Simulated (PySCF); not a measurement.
Mayer bond orders and bond lengths

C4H8F2O2Si.
Atom-mapped SMILES: `[F:1][CH:2]([F:3])[O:4][C@@H:5]1[CH2:6][CH2:7][O:8][SiH2:9]1` (hydrogens: H10 on C2; H11 on C5; H12, H13 on C6; H14, H15 on C7; H16, H17 on Si9)

Geometry (PBE0-D3(BJ)/def2-SVP, Å), atoms numbered from 1 in this order:
```xyz
17
C4H8F2O2Si angstrom
F      3.2908   -0.6666    1.1085
C      2.3727   -0.1377    0.3018
F      2.4671    1.2106    0.4173
O      1.1633   -0.5836    0.7021
C      0.0966   -0.4747   -0.2400
C     -0.5161    0.9292   -0.2848
C     -1.3963    1.0894    0.9542
O     -2.1483   -0.0996    1.1283
Si    -1.3898   -1.4457    0.4763
H      2.5981   -0.3988   -0.7513
H      0.4413   -0.7990   -1.2387
H      0.2493    1.7161   -0.3541
H     -1.1476    0.9931   -1.1879
H     -2.0911    1.9375    0.8522
H     -0.7679    1.2714    1.8446
H     -2.2366   -2.0843   -0.5732
H     -0.9968   -2.4492    1.5018
```

Bond orders from the PBE0/pcSseg-1 density (PySCF). Geometry: PBE0-D3(BJ)/def2-SVP, one conformer, isolated molecule.

**Question.** How far do the computed orders between heavy atoms stray from the drawn ones?

**Answer.** The largest departure is 0.164, at O4–C5 (drawn single, 0.836). Drawn single, order below 0.88: O4–C5 (0.836) and Si9–C5 (0.846).

**Question.** Set the Mayer orders of the bonds beside their lengths.

**Answer.** 
```
   bond  drawn as  length (Å)  Mayer order
  F1–C2    single       1.332        1.024
  C2–F3    single       1.357        0.956
  C2–O4    single       1.350        1.053
  O4–C5    single       1.427        0.836
  C5–C6    single       1.532        1.003
  C6–C7    single       1.528        1.014
  C7–O8    single       1.418        0.889
 O8–Si9    single       1.677        0.975
 Si9–C5    single       1.915        0.846
 C2–H10    single       1.108        0.951
 C5–H11    single       1.105        0.936
 C6–H12    single       1.100        0.932
 C6–H13    single       1.104        0.936
 C7–H14    single       1.101        0.955
 C7–H15    single       1.105        0.946
Si9–H16    single       1.492        0.904
Si9–H17    single       1.488        0.922
```

Bonds between the same two heavy elements. C–F: lowest C2–F3 (0.956, 1.357 Å), highest F1–C2 (1.024, 1.332 Å). C–O: lowest O4–C5 (0.836, 1.427 Å), highest C2–O4 (1.053, 1.350 Å). C–C: all 2 within 0.02 of one another (1.003 to 1.014).

**Question.** Sum the orders of all bonds at each heavy atom with more than one neighbour and set the sums beside the valence in the SMILES.

**Answer.** C2 3.984 (drawn 4), O4 1.889 (drawn 2), C5 3.621 (drawn 4), C6 3.885 (drawn 4), C7 3.804 (drawn 4), O8 1.864 (drawn 2), Si9 3.647 (drawn 4). Orders between atoms that aren't bonded are not in these sums.

For a closed shell the Mayer order of atoms A and B is Σ (PS)μν (PS)νμ over the basis functions μ on A and ν on B, with P the density and S the overlap matrix.
